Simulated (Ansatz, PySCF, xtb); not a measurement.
Dimer: GeH4 (SMILES [GeH4]) (first 5 atoms) with C2H6O (SMILES COC); geometry from B3LYP-D3(BJ)/def2-TZVP, rigid monomers moved along the line of their centres of mass till Ge1···O7 is 4.40 Å.
(charge 0, multiplicity 1):
```xyz
14

Ge     0.2755     0.0049     0.6678
H     -0.1896    -1.4293     0.9469
H     -0.7187     1.0111     1.2663
H      0.3199     0.2217    -0.8582
H      1.6785     0.2426     1.2390
C      0.3074     0.8735     5.5880
O     -0.0788    -0.3655     5.0341
C     -1.4232    -0.6892     5.3151
H      0.2171     0.8661     6.6815
H     -0.3033     1.6950     5.1918
H      1.3482     1.0410     5.3162
H     -1.5954    -0.7705     6.3957
H     -1.6314    -1.6494     4.8464
H     -2.1085     0.0650     4.9072
```

Counterpoise-corrected where a basis set is named; no monomer relaxation. Rows marked so take none.

Correlated levels freeze the cores. Filled d and f shells under p-block atoms count as core. Rows in 6-31G* carry no dispersion term and start afresh at each structure (6-31G* with six Cartesian d functions); the Pople sets are all-electron and without relativity. MP2/6-31G* freezes PySCF's default core, which leaves 3d correlated.

Codes used: Ansatz (Gaussian orbitals); PySCF for 6-31G* rows, the dispersion terms; xtb for the GFN methods. Each number belongs to the level named beside it.

| level | interaction energy (kcal/mol) |
|---|---|
| GFN2-xTB | -1.03 |
| HF/aug-cc-pVDZ | -0.31 |
| PBE-D3(BJ)/def2-TZVPPD | -0.92 |
| r2SCAN/def2-TZVPPD | -0.47 |
| B3LYP-D4/def2-TZVPPD | -0.86 |
| PBE0-D3(BJ)/def2-TZVPPD | -0.92 |
| wB97M-V/def2-TZVPPD | -0.83 |
| MP2/6-31G* (no counterpoise) | -1.30 |
| SCS-MP2/aug-cc-pVDZ | … |

**Question.** Some entries are withheld; supply them.

**Answer.** 
- SCS-MP2/aug-cc-pVDZ, interaction energy (kcal/mol): -0.69

Ansatz is an electronic-structure program.
